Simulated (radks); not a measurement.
Problem. These are the eigenvalues of the occupied orbitals of an atom or ion with whole-number occupations (Ry). Calculated with a radial shooting solver on a logarithmic mesh with Libxc functionals: Dirac Kohn-Sham, relativistic LDA (MacDonald-Vosko exchange, VWN5 correlation), spin-unpolarised, spherical densities, finite nucleus; Fermi nuclear charge, rms radius of each element as measured or else 0.836 A^(1/3) + 0.57 fm.

orbital  eigenvalue
1s1/2     -234.1145
2s1/2     -44.14428
2p1/2     -40.94942
2p3/2     -40.78188

Which element is it, and in what charge state? The configuration may be excited.

Solution. Z = 17, chlorine, charge +11: Cl11+ in [He] 2s2 2p(1/2: 1, 3/2: 1). The list shows which subshells hold electrons but not how many an open one holds; the 1s level, -117.06 hartree, gives Z - s = 15.3 by -(Z - s)^2/2, which with screening and relativity narrows Z to a few neighbours, and the depths of the outer levels then fix element, charge and occupations together.
